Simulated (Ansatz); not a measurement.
`C=C[SiH2]O[SiH3]` + H₂S → `[SiH3]O[SiH2]S` + `C=C`  (ligand exchange at the Si–C bond)

Gas-phase electronic energies from Ansatz, PBE0-D4/def2-TZVP geometries. CBS: MP2 limit from def2 TZ/QZ plus the TZ coupled-cluster correction, frozen cores. This one scheme is used for every species. Functionals use def2-TZVPP. Each species was taken in one conformer, which may not be the lowest.

`C=C[SiH2]O[SiH3]`:

```xyz
13

C     1.132    0.834   -1.604
C    -0.099    0.381   -1.824
Si   -1.266   -0.082   -0.461
O    -0.538    0.138    0.988
Si    0.314   -0.562    2.192
H     1.806    1.099   -2.414
H     1.519    0.964   -0.597
H    -0.434    0.275   -2.855
H    -1.679   -1.506   -0.605
H    -2.484    0.768   -0.505
H    -0.243   -0.123    3.496
H     0.235   -2.043    2.090
H     1.737   -0.143    2.100
```

H₂S:

Cartesian coordinates in Å:
```
S -0.212 -0.426 0.397
H 0.064 0.883 0.497
H 0.148 -0.458 -0.894
```

`[SiH3]O[SiH2]S`:

Cartesian coordinates in Å:
```
Si 0.633 -0.927 -1.330
O -0.489 -0.667 -0.158
Si -1.034 0.508 0.833
S 0.483 1.913 1.354
H 0.338 -2.245 -1.942
H 1.995 -0.943 -0.739
H 0.559 0.135 -2.366
H -2.067 1.323 0.153
H -1.566 -0.156 2.044
H 1.149 1.060 2.151
```

`C=C`:

Cartesian coordinates in Å:
```
C 0.339 0.455 -0.340
C -0.339 -0.455 0.340
H 1.410 0.575 -0.219
H -0.148 1.119 -1.046
H -1.410 -0.575 0.219
H 0.148 -1.119 1.046
```

**Question.** Is it downhill or uphill in electronic energy at CCSD(T)/CBS, and by how much? (Best estimate.)

**Answer.** Ansatz gave: Downhill: ΔE = -62.3 kJ/mol.

**Question.** What do these levels give: LDA (SPW92), BLYP-D4, CAM-B3LYP-D4, ωB97X-V, r2SCAN, BHLYP? (Estimate.)

**Answer.** Computed: LDA (SPW92) -61.2, BLYP-D4 -60.5, CAM-B3LYP-D4 -59.2, ωB97X-V -61.7, r2SCAN -65.2, BHLYP -62.2 kJ/mol.

Largest T1 diagnostic among the species: 0.011.

At CCSD(T), def2-SVP lies +6.7 kJ/mol from the extrapolated value and def2-TZVPP +2.3 kJ/mol. Leaving LDA and LC-ωPBE aside and taking each functional with its dispersion term where it has one, the values, not all of them listed here, spread over 5.5 kJ/mol, from PBE-QIDH to CAM-B3LYP-D4. LDA lies +4.6 kJ/mol from PBE without D4.
